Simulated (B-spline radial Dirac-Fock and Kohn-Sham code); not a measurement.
## What relativity does to the binding energies of Pm⁸⁺

System: Pm⁸⁺ in the configuration [Kr] 4d10 4f3 5s2 5p2.

Both columns are ΔSCF binding energies of the configuration average from a radial atomic solver: non-relativistic Hartree-Fock with a point nucleus, and Dirac-Fock with a finite nucleus and the Coulomb interaction alone, averaged over the two j levels with weights 2j+1.

| shell | Hartree-Fock (eV) | Dirac-Fock (eV) | shift (eV) | shift (%) |
| --- | --- | --- | --- | --- |
| 1s | 43077.5 | 45503.2 | +2425.64 | +5.63 |
| 2s | 6972.9 | 7590.3 | +617.42 | +8.85 |
| 2p | 6604.0 | 6796.7 | +192.68 | +2.92 |
| 3s | 1652.1 | 1793.9 | +141.77 | +8.58 |
| 3p | 1489.4 | 1537.6 | +48.27 | +3.24 |
| 3d | 1189.6 | 1176.1 | -13.52 | -1.14 |
| 4s | 441.4 | 474.4 | +33.01 | +7.48 |
| 4p | 376.6 | 386.7 | +10.16 | +2.70 |
| 4d | 261.3 | 257.9 | -3.42 | -1.31 |
| 4f | 131.8 | 127.4 | -4.45 | -3.37 |
| 5s | 145.2 | 152.2 | +7.01 | +4.82 |
| 5p | 126.8 | 128.7 | +1.93 | +1.52 |

Relativity binds 1s, 2s, 2p, 3s, 3p, 4s, 4p, 5s, 5p more strongly, among those listed most of all 2s in relative terms, and 3d, 4d, 4f more weakly, because the contracted s and p shells screen the nucleus better.

Values without a named source are computed, but for edge energies of neutral atoms, which are taken from tables.
